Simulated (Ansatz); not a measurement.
`C[Si](C)(C)O` + `[Li][OH]` → `[Li][O][Si](C)(C)C` + H₂O at 500 K and 1 bar (ligand exchange at the Si–O bond).

Computed with Ansatz on PBE0-D4/def2-TZVP structures; ΔE is electronic, products minus reactants. CCSD(T)/CBS adds triple-zeta CCSD(T) − MP2 to the extrapolated MP2 energy (def2 sets, frozen cores). This one scheme is used for every species. For Li outer-core shells are correlated without core-valence functions, which leaves a few kJ/mol of doubt a bond. One conformer a species, not always the lowest.

```
             species  CCSD(T)/CBS energy (Eh)  H − E (kJ/mol)  S (J/(mol·K))
      `C[Si](C)(C)O`               -484.52812           386.5          456.2
          `[Li][OH]`                -83.31445            54.5          232.6
`[Li][O][Si](C)(C)C`               -491.47794           366.7          474.7
                 H₂O                -76.37941            73.2          206.3
```

H − E and S are ideal-gas, rigid-rotor, harmonic terms from PBE0-D4/def2-TZVP, for one conformer and one mirror image of each species. 1 Eh = 2625.50 kJ/mol, R = 8.31446 J/(mol·K).

Q: By hand: ΔE, ΔH, ΔS and ΔG.

A: ΔE = (-491.47794) + (-76.37941) − (-484.52812) − (-83.31445) = -0.01478 Eh = -38.8 kJ/mol. Δ(H − E) = 366.7 + 73.2 − 386.5 − 54.5 = -1.1, so ΔH = -39.9 kJ/mol. ΔS = 474.7 + 206.3 − 456.2 − 232.6 = -7.8 J/(mol·K). ΔG = -39.9 − 500 × (-7.8)/1000 = -36.0 kJ/mol.

Q: By hand: the equilibrium constant, and the temperature at which ΔG would vanish if ΔH and ΔS stayed fixed.

A: log₁₀ K = −ΔG/(RT ln 10) = 3.8. ΔG = 0 at ΔH/ΔS = 5115 K, far beyond where these terms or the molecules hold.

The number of gas molecules stays the same, so ΔS is small and ΔH decides. A doubt of 5 kJ/mol in ΔE shifts log₁₀ K by 0.5 here. Other conformers and mirror images would add mixing entropy, several J/(mol·K) or more a flexible species. These are equilibria of isolated gas molecules and say nothing of rates. Largest T1 diagnostic: 0.013 (customary marks: 0.02 for closed shells, 0.045 for open ones).
